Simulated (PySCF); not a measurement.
PySCF input for Cd(I)(SiH3) (CdH3ISi), SMILES [SiH3][Cd][I], PBE0-D3(BJ)/def2-SVP. Geometry optimised at PBE0-D3(BJ)/def2-SVP. The def2 effective core potentials stand for the cores of Cd, I; spin–orbit coupling is left out.

```python
import numpy as np
from pyscf import gto, scf, dft, df
from pyscf.hessian import thermo

mol = gto.M(
    atom='''
    Cd    0.00000000    0.00000000    0.80361871
    I    -0.00000000   -0.00000000   -1.81725696
    Si   -0.00000000    0.00000000    3.30416811
    H    -1.21323412   -0.70046105    3.82752234
    H     0.00000001    1.40092209    3.82752234
    H     1.21323412   -0.70046106    3.82752234
    ''',
    basis='def2-SVP',
    ecp={'Cd': 'def2-svp', 'I': 'def2-svp'},
    charge=0,
    spin=0,
    max_memory=1600,
    verbose=3,
)
mf = dft.RKS(mol, xc='pbe0').density_fit(auxbasis='def2-universal-jkfit')
mf.disp = 'd3bj'
mf.grids.level = 3
mf.conv_tol = 1e-11
mf.max_cycle = 100
mf.kernel()

# [left out here: the lines that compute and print the analytic Hessian (its translational invariance restored by hand, since the grid's response is missing), thermochemistry and intensities]
```

Log of the run:

```
converged SCF energy = -756.57504259214

WARN: DFTD3 does not support analytical Hessian, using finite difference


WARN: Mole.unit (angstrom) is changed to Bohr

Mode                                 0                   1                   2
Irrep
Freq [cm^-1]                       62.0125             62.0141            187.3803
Reduced mass [au]                   8.6197              8.6198             27.5248
Force const [Dyne/A]                0.0195              0.0195              0.5694
Char temp [K]                      89.2221             89.2245            269.5985
Normal mode                   x     y     z       x     y     z       x     y     z
       0  Cd                -0.04  0.05  0.00    0.05  0.04  0.00    0.00  0.00 -0.05
       1   I                 0.02 -0.02 -0.00   -0.02 -0.02 -0.00   -0.00 -0.00  0.06
       2  Si                 0.07 -0.09  0.00   -0.09 -0.07  0.00   -0.00 -0.00 -0.09
       3   H                 0.09 -0.13  0.01   -0.13 -0.09 -0.13    0.00  0.00 -0.09
       4   H                 0.09 -0.13  0.10   -0.13 -0.09  0.08    0.00 -0.00 -0.09
       5   H                 0.09 -0.13 -0.12   -0.13 -0.09  0.05   -0.00  0.00 -0.09
Mode                                 3                   4                   5
Irrep
Freq [cm^-1]                      313.9375            455.2386            455.2423
Reduced mass [au]                  11.4679              1.1201              1.1201
Force const [Dyne/A]                0.6659              0.1368              0.1368
Char temp [K]                     451.6862            654.9870            654.9922
Normal mode                   x     y     z       x     y     z       x     y     z
       0  Cd                -0.00 -0.00 -0.06    0.01  0.00 -0.00   -0.00  0.01  0.00
       1   I                -0.00  0.00  0.01   -0.00 -0.00 -0.00    0.00 -0.00 -0.00
       2  Si                 0.00 -0.00  0.14   -0.06 -0.01  0.00    0.01 -0.06 -0.00
       3   H                 0.00  0.00  0.15    0.22  0.02  0.65   -0.07  0.26  0.23
       4   H                -0.00 -0.00  0.15    0.28  0.04 -0.12   -0.05  0.21 -0.68
       5   H                -0.00  0.00  0.15    0.23  0.08 -0.52   -0.01  0.25  0.44
Mode                                 6                   7                   8
Irrep
Freq [cm^-1]                      841.6343            934.5912            934.5969
Reduced mass [au]                   1.0997              1.0327              1.0327
Force const [Dyne/A]                0.4590              0.5315              0.5315
Char temp [K]                    1210.9244           1344.6686           1344.6769
Normal mode                   x     y     z       x     y     z       x     y     z
       0  Cd                 0.00  0.00 -0.00   -0.00 -0.00 -0.00   -0.00  0.00  0.00
       1   I                -0.00  0.00  0.00    0.00  0.00 -0.00    0.00 -0.00 -0.00
       2  Si                -0.00 -0.00  0.06   -0.03 -0.00  0.00   -0.00  0.03 -0.00
       3   H                -0.17 -0.10 -0.51    0.08 -0.37 -0.26    0.37 -0.52  0.15
       4   H                 0.00  0.19 -0.51    0.73 -0.00  0.00    0.00  0.13 -0.30
       5   H                 0.17 -0.10 -0.51    0.09  0.38  0.26   -0.37 -0.51  0.15
Mode                                 9                  10                  11
Irrep
Freq [cm^-1]                     2215.1070           2230.2356           2230.2391
Reduced mass [au]                   1.0189              1.0512              1.0512
Force const [Dyne/A]                2.9456              3.0805              3.0805
Char temp [K]                    3187.0458           3208.8124           3208.8175
Normal mode                   x     y     z       x     y     z       x     y     z
       0  Cd                -0.00  0.00 -0.00    0.00  0.00  0.00    0.00 -0.00 -0.00
       1   I                 0.00 -0.00  0.00   -0.00 -0.00 -0.00   -0.00  0.00  0.00
       2  Si                 0.00  0.00  0.02    0.02  0.03 -0.00    0.03 -0.02  0.00
       3   H                 0.47  0.27 -0.18   -0.58 -0.32  0.25   -0.29 -0.18  0.13
       4   H                 0.00 -0.54 -0.18    0.01 -0.63 -0.24    0.01  0.40  0.15
       5   H                -0.47  0.27 -0.18   -0.02  0.03 -0.01   -0.64  0.37 -0.28
temperature 298.1500 [K]
pressure 101325.00 [Pa]
Rotational constants [GHz] 85.15447 0.60106 0.60106
Symmetry number 3
Zero-point energy (ZPE) 0.02488 [Eh]   65329.439 [J/mol]
                           tot       elec      trans        rot        vib
Entropy [J/mol/K]       341.454      0.000    178.587    102.784     60.083
Cv [J/mol/K]             73.713      0.000     12.472     12.472     48.769
Cp [J/mol/K]             82.027      0.000     20.786     12.472     48.769
Internal energy [J/mol]                      3718.434   3718.434  73954.284
Internal energy [Eh]   -756.54404  -756.57504
Enthalpy [J/mol]                             6197.391   3718.434  73954.284
Enthalpy [Eh]          -756.54310
Gibbs free energy [J/mol]                  -47048.423 -26926.516  56040.559
Gibbs free energy [Eh] -756.58187
mode   freq/cm-1   IR/(km/mol)
   1       62.01         2.496
   2       62.01         2.496
   3      187.38        15.165
   4      313.94        11.108
   5      455.24         2.336
   6      455.24         2.336
   7      841.63       387.816
   8      934.59        39.227
   9      934.60        39.226
  10     2215.11        81.798
  11     2230.24        74.019
  12     2230.24        74.023
max |gradient| / (hartree/bohr): 4.712267352846388e-05
APT charges: [ 0.6723 -0.573   0.6463 -0.2485 -0.2485 -0.2485]
```

The run converged.
